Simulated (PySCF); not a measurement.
How methods differ on the ionisation energy of Te

Te [Kr] 4d10 5s2 5p4 (3P) → Te⁺ [Kr] 4d10 5s2 5p3 (4S), as a difference of total energies. Computed with PySCF 2.14 in aug-cc-pwCVTZ-DK3 with one added diffuse shell each of s, p, d, f type (11s10p8d5f1g, 125 functions), with the spin-free X2C one-electron Hamiltonian (Gaussian nucleus). Correlated levels: valence and next inner shell: [Ar] 3d10 frozen. The calculations carry no spin-orbit coupling.

```json
{"method": "UHF", "ionisation energy (eV)": "7.735", "plus first-order spin-orbit estimate": "7.970", "error of that sum (eV)": "-1.040"}
{"method": "MP2 (valence and next inner shell)", "ionisation energy (eV)": "8.473", "plus first-order spin-orbit estimate": "8.708", "error of that sum (eV)": "-0.302"}
{"method": "SCS-MP2 (valence and next inner shell)", "ionisation energy (eV)": "8.499", "plus first-order spin-orbit estimate": "8.734", "error of that sum (eV)": "-0.276"}
{"method": "CCSD (valence and next inner shell)", "ionisation energy (eV)": "8.567", "plus first-order spin-orbit estimate": "8.802", "error of that sum (eV)": "-0.208"}
{"method": "CCSD(T) (valence and next inner shell)", "ionisation energy (eV)": "8.613", "plus first-order spin-orbit estimate": "8.848", "error of that sum (eV)": "-0.162"}
```

Reference: 9.010 eV (measured; NIST Atomic Spectra Database, ionization energies).

A first-order spin-orbit estimate (lowest level to lowest level, LS coupling) adds 0.235 eV.

Errors of the correlated levels include the incompleteness of this basis and the frozen core.
